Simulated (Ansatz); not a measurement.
`F[SiH2]P` + H₂Se → `P[SiH2][SeH]` + H–F at 298.15 K and 1 bar (ligand exchange at the Si–F bond).

Isolated molecules relaxed with PBE0-D4/def2-TZVP in Ansatz; ΔE leaves out vibrations. CBS: MP2 limit from def2 TZ/QZ plus the TZ coupled-cluster correction, frozen cores. This one scheme is used for every species. For Se outer-core shells are correlated without core-valence functions, which leaves a few kJ/mol of doubt a bond. Scalar relativity is left out up to krypton. One conformer a species, not always the lowest.

```tsv
species	CCSD(T)/CBS energy (Eh)	H − E (kJ/mol)	S (J/(mol·K))
`F[SiH2]P`	-732.27050	114.4	302.0
H₂Se	-2401.89790	45.8	219.1
`P[SiH2][SeH]`	-3033.74999	132.2	340.0
H–F	-100.39570	33.5	173.6
```

H − E and S are ideal-gas, rigid-rotor, harmonic terms from PBE0-D4/def2-TZVP, for one conformer and one mirror image of each species. 1 Eh = 2625.50 kJ/mol, R = 8.31446 J/(mol·K).

Problem. By hand: ΔE, ΔH, ΔS and ΔG.

Solution. ΔE = (-3033.74999) + (-100.39570) − (-732.27050) − (-2401.89790) = 0.02271 Eh = 59.6 kJ/mol. Δ(H − E) = 132.2 + 33.5 − 114.4 − 45.8 = 5.5, so ΔH = 65.1 kJ/mol. ΔS = 340.0 + 173.6 − 302.0 − 219.1 = -7.5 J/(mol·K). ΔG = 65.1 − 298.15 × (-7.5)/1000 = 67.3 kJ/mol.

Problem. By hand: the equilibrium constant, and the temperature at which ΔG would vanish if ΔH and ΔS stayed fixed.

Solution. log₁₀ K = −ΔG/(RT ln 10) = -11.8. ΔH and −TΔS have one sign here, so there is no such temperature.

The number of gas molecules stays the same, so ΔS is small and ΔH decides. A doubt of 5 kJ/mol in ΔE shifts log₁₀ K by 0.9 here. Other conformers and mirror images would add mixing entropy, several J/(mol·K) or more a flexible species. These are equilibria of isolated gas molecules and say nothing of rates. Largest T1 diagnostic: 0.013 (customary marks: 0.02 for closed shells, 0.045 for open ones).

ΔS is within the doubt of such terms, so its sign, and with it that verdict, could turn.
